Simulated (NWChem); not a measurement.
Species: methylammonium (CH$_{6}$N cation); SMILES C[NH3+]

Program: NWChem. Pople sets run with spherical d functions. Structure relaxed at the B3LYP/6-31G* (spherical d) level.

For level PBE/6-311++G**:

* **orbital gap (eV)**: 9.38

### Question
How do the values read with level PBE/6-31G* instead?

### Answer
* **orbital gap (eV)**: 10.06
